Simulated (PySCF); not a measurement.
# Computed properties of CH4BCl, SMILES CBCl

B(H)(Cl)(Me) (CH4BCl), SMILES ClBC. Geometry optimised at B3LYP-D3(BJ)/def2-TZVP. One conformer was computed; it need not be the lowest. All values are computed for the isolated molecule unless a solvent is named; none is compared with measurement here.

**Structure.** The optimised structure has Cs symmetry. All 15 harmonic modes at B3LYP-D3(BJ)/def2-TZVP (PySCF) are real, so it is a minimum. With heavy atoms numbered as in [BH:1]([Cl:3])[CH3:4], the shortest bond between them is B1–C4 at 1.550 Å and the longest B1–Cl3 at 1.760 Å.

**Vibrations.** The strongest infrared lines (harmonic, unscaled, degenerate partners summed) lie at 1168 cm⁻¹ (186 km/mol, H 61 %, B 35 %), 2646 cm⁻¹ (115 km/mol, H 91 %, B 9 %), 1336 cm⁻¹ (79 km/mol, H 72 %, C 24 %). The softest mode is at 63 cm⁻¹ and the zero-point energy is 31.2 kcal/mol.

**Electronic structure.** M06-2X/def2-TZVPD (PySCF) places the frontier levels at -9.78 and -0.32 eV, a gap of 9.46 eV, and gives a dipole moment of 1.47 D and a mean polarisability of 41.8 bohr³.

**Excitations.** TDDFT-CAM-B3LYP/def2-SVPD (PySCF) has S1 at 5.54 eV (224 nm, f = 0.000, dark); the most intense of the 10 singlets computed lies at 7.60 eV (f = 0.15). T1 (TDA) is at 5.16 eV. No vertical singlet excitation falls in the visible range (under 3.1 eV).

**NMR.** GIAO shifts at KT2/pcSseg-2 (PySCF) (non-relativistic, atoms alike by connectivity averaged): ¹³C at 17.9 ppm against TMS; ¹H from 1.2 to 7.1 ppm against TMS; ¹¹B at 65.3 ppm against BF3. Without spin–orbit terms, shifts of atoms bonded to Cl or Br come out too high.
